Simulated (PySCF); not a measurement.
Delta-SCF ions had no search for a lower state. Excitations are Tamm–Dancoff values on a coarser integration grid. The basis has no diffuse functions, so Rydberg states are missing or too high.

# H₆GeSi, SMILES `[SiH3][GeH3]` (charge 0, multiplicity 1)

The numbers are results of PBE-D3(BJ)/def2-TZVP // PBE0-D3(BJ)/def2-SVP (PySCF), not measurements.

- HOMO: -7.19 eV
- dipole moment: 0.06 D
- LUMO: -0.48 eV
- HOMO–LUMO gap: 6.72 eV
- S1 excitation (TDA): 7.24 eV
- S1 oscillator strength: 0.204
- brightest of the four lowest singlets (TDA): 7.24 eV
- T1 excitation (TDA): 6.33 eV
- S1–T1 gap (TDA): 0.91 eV
- vertical ionisation energy (Delta-SCF): 10.23 eV
- total energy: -2369.6186 Ha
- cost: about 50 core-seconds (a rough figure)

Bonds (Å): Si1–Ge2 2.381, Si1–H3 1.495, Si1–H4 1.495, Si1–H5 1.495, Ge2–H6 1.540, Ge2–H7 1.540, Ge2–H8 1.540. Angles (°): Ge2–Si1–H3 110.1, Ge2–Si1–H4 110.1, Ge2–Si1–H5 110.1, H3–Si1–H4 108.8, H3–Si1–H5 108.8, H4–Si1–H5 108.8, Si1–Ge2–H6 110.5, Si1–Ge2–H7 110.5, Si1–Ge2–H8 110.5, H6–Ge2–H7 108.4, H6–Ge2–H8 108.4, H7–Ge2–H8 108.4.
